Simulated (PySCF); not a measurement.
Input file for PySCF: R-B3LYP/LANL2DZ on AlFH4N2 (SMILES [NH2][Al]([NH2])[F]), a point of a torsion scan.

```python
from pyscf import gto, scf, dft, mp
from pyscf.data.elements import chemcore

mol = gto.M(
    atom='''
    N     1.41278785   -0.57444245    0.11114389
    Al    0.23853045    0.63235304    0.69333821
    N     0.49175902    2.38905510    0.74813652
    F    -1.26268753    0.10035529    1.13257129
    H     1.72905969   -1.36086309    0.66225479
    H     2.18371923   -0.27927536   -0.47258210
    H    -0.22457276    3.04843824    1.01693051
    H     1.33756558    2.88627613    0.51701023
    ''',
    basis='lanl2dz',
    ecp={'Al': 'lanl2dz'},
    charge=0, spin=0, verbose=3, max_memory=1800)
mf = dft.RKS(mol, xc='b3lyp')
mf.conv_tol = 1e-8
mf.max_cycle = 100
mf.kernel()
if not mf.converged:
    mf = mf.newton().run(mf.mo_coeff, mf.mo_occ)
```

Program output:

```
converged SCF energy = -213.897462273487
```

The run converged.

Cost: around 4 core-seconds (rough).
